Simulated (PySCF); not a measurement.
SeFCl, SMILES F[Se]Cl.

Geometry optimised at r2SCAN-D4/def2-TZVP.

Calculation: TDDFT-M06-2X/def2-SVPD in PySCF.

Vertical excitations. Isolated molecule, no solvent. State labels are in the subgroup Cs.

```json
[
 {"state": "S1", "symmetry": "A\"", "energy (eV)": "2.80", "λ (nm)": "443", "f": "0.001", "main pairs": "HOMO→LUMO 93 %"},
 {"state": "S2", "symmetry": "A\"", "energy (eV)": "3.34", "λ (nm)": "371", "f": "0.000", "main pairs": "HOMO→LUMO+1 92 %"},
 {"state": "S3", "symmetry": "A'", "energy (eV)": "6.00", "λ (nm)": "207", "f": "0.005", "main pairs": "HOMO−1→LUMO 80 %, HOMO−1→LUMO+1 14 %"},
 {"state": "S4", "symmetry": "A\"", "energy (eV)": "6.47", "λ (nm)": "192", "f": "0.000", "main pairs": "HOMO−2→LUMO 79 %, HOMO−2→LUMO+1 13 %"},
 {"state": "S5", "symmetry": "A\"", "energy (eV)": "6.60", "λ (nm)": "188", "f": "0.046", "main pairs": "HOMO→LUMO+2 90 %"},
 {"state": "S6", "symmetry": "A'", "energy (eV)": "7.07", "λ (nm)": "175", "f": "0.003", "main pairs": "HOMO−1→LUMO+1 70 %, HOMO−3→LUMO 18 %"},
 {"state": "S7", "symmetry": "A\"", "energy (eV)": "7.21", "λ (nm)": "172", "f": "0.003", "main pairs": "HOMO−2→LUMO+1 67 %, HOMO−2→LUMO 13 %, HOMO→LUMO+3 11 %"},
 {"state": "S8", "symmetry": "A'", "energy (eV)": "7.27", "λ (nm)": "170", "f": "0.019", "main pairs": "HOMO−3→LUMO+1 64 %, HOMO−3→LUMO 22 %"},
 {"state": "S9", "symmetry": "A\"", "energy (eV)": "7.31", "λ (nm)": "170", "f": "0.013", "main pairs": "HOMO→LUMO+3 81 %"},
 {"state": "S10", "symmetry": "A'", "energy (eV)": "7.59", "λ (nm)": "163", "f": "0.086", "main pairs": "HOMO→LUMO+4 97 %"},
 {"state": "T1", "symmetry": "A\"", "energy (eV)": "2.20", "λ (nm)": "563", "f": "0", "main pairs": "HOMO→LUMO 89 %"},
 {"state": "T2", "symmetry": "A\"", "energy (eV)": "2.54", "λ (nm)": "487", "f": "0", "main pairs": "HOMO→LUMO+1 87 %"},
 {"state": "T3", "symmetry": "A'", "energy (eV)": "5.41", "λ (nm)": "229", "f": "0", "main pairs": "HOMO−1→LUMO 82 %"},
 {"state": "T4", "symmetry": "A\"", "energy (eV)": "5.90", "λ (nm)": "210", "f": "0", "main pairs": "HOMO−2→LUMO 78 %, HOMO−2→LUMO+1 17 %"}
]
```
Triplets are in the Tamm–Dancoff approximation, which puts them higher than full response would, so one can lie above its singlet here.
